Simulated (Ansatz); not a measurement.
Cost and result for the atomization energy of `[SH][Zn][SH]` (5 atoms, 4 bonds).

The species carries charge 0 and has multiplicity 1. For Zn the d shell is correlated and the shells below it are frozen. Scalar relativity is left out up to krypton. The structure was optimised at the PBE0-D4/def2-TZVP level. It is one conformer, not always the lowest. Program: Ansatz. Hardware: A = 2 threads of a server CPU on a shared host; B = 2 threads of an AMD EPYC 7R13 on a shared host and a share of an NVIDIA H100 80 GB. Times are those of one run each, without the atoms' runs, and a repeat can differ threefold. Electronic energies, without spin–orbit coupling; frozen cores. CCSD(T)/CBS adds CCSD(T) − MP2 in def2-TZVPP to the MP2 limit, and its time is that of the two runs behind it. T1 = 0.014. With those shells the extrapolation isn't a true limit. B3LYP takes the VWN-RPA correlation (the form of Gaussian; ORCA's B3LYP/G).

CCSD(T)/CBS is a level of theory with its own doubt, some kJ/mol a heavy atom from the limit and from the frozen cores, so smaller differences don't rank the functionals.

| level | functions | wall time |
| --- | --- | --- |
| LDA (SPW92)/def2-TZVPP [A] | 176 | 3.8 s |
| CCSD(T)/def2-SVP [A] | 77 | 4.5 s |
| PBE-D4/def2-TZVPP (with forces) [A] | 176 | 7.5 s |
| r2SCAN-D4/def2-TZVPP (with forces) [A] | 176 | 8 s |
| r2SCANh-D4/def2-TZVPP [A] | 176 | 8.6 s |
| BHLYP-D4/def2-TZVPP [A] | 176 | 8.6 s |
| B3LYP-D4/def2-TZVPP (with forces) [A] | 176 | 9.5 s |
| ωB97X-V/def2-TZVPP [A] | 176 | 11 s |
| PBE-QIDH/def2-TZVPP [A] | 176 | 11 s |
| CCSD(T)/def2-TZVPP [B] | 176 | 13 s |
| CCSD(T)/def2-QZVPP [B] | 300 | 14 s |
| ωB97M-V/def2-TZVPP (with forces) [A] | 176 | 19 s |
| CCSD(T)/CBS(def2) | – | 27 s |

Q: What atomization energy does each give, and how far from CCSD(T)/CBS? (Estimate.)

A: Ansatz gave: 
```tsv
level	atomization (kcal/mol)	difference from CCSD(T)/CBS	per bond
LDA (SPW92)/def2-TZVPP [A]	339.0	46.3	11.6
CCSD(T)/def2-SVP [A]	258.5	-34.2	-8.5
PBE-D4/def2-TZVPP (with forces) [A]	293.8	1.1	0.3
r2SCAN-D4/def2-TZVPP (with forces) [A]	296.9	4.2	1.1
r2SCANh-D4/def2-TZVPP [A]	294.7	2.0	0.5
BHLYP-D4/def2-TZVPP [A]	278.2	-14.5	-3.6
B3LYP-D4/def2-TZVPP (with forces) [A]	283.8	-8.9	-2.2
ωB97X-V/def2-TZVPP [A]	296.8	4.1	1.0
PBE-QIDH/def2-TZVPP [A]	291.1	-1.6	-0.4
CCSD(T)/def2-TZVPP [B]	279.8	-12.9	-3.2
CCSD(T)/def2-QZVPP [B]	288.2	-4.5	-1.1
ωB97M-V/def2-TZVPP (with forces) [A]	294.8	2.1	0.5
CCSD(T)/CBS(def2)	292.7	0.0	0.0
```

From PBE to PBE0 (25 % exact exchange), in def2-TZVPP and without D4, the atomization energy moves by −2.5 kcal/mol: exact exchange takes away binding that semilocal exchange gives to molecules. In def2-TZVPP, CCSD(T) changes the Hartree–Fock value by +79.1 kcal/mol (the triples alone add +5.9 kcal/mol) and MP2 by +85.6 kcal/mol; breaking electron pairs costs correlation energy, which Hartree–Fock lacks. Leaving LDA and LC-ωPBE aside and taking each functional with its dispersion term where it has one, the values spread over 18.7 kcal/mol, from BHLYP-D4 to r2SCAN-D4. LDA lies +47.5 kcal/mol from PBE without D4, its usual overbinding.
